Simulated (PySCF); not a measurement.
Si(Cl)2(OMe)(SH) (CH₄Cl₂OSSi), SMILES CO[Si](S)(Cl)Cl.

The structure is a stationary point at B3LYP-D3(BJ)/def2-SVP. This is a generated structure with no PubChem entry under its InChIKey; it may be hypothetical. One conformer was computed; it need not be the lowest.

Vertical ionisation energy (IE) and electron affinity (EA) in eV. Rows of orbital energies are one-electron estimates. Where ΔSCF, EOM or ADC give a negative EA the extra electron is unbound and the value depends on the basis.

| level | IE | EA |
|---|---|---|
| −ε(HOMO), −ε(LUMO), M06-2X/def2-TZVP (PySCF) | 9.20 | -0.48 |
| −ε(HOMO), −ε(LUMO), PBE/def2-TZVP (PySCF) | 6.70 | 1.36 |
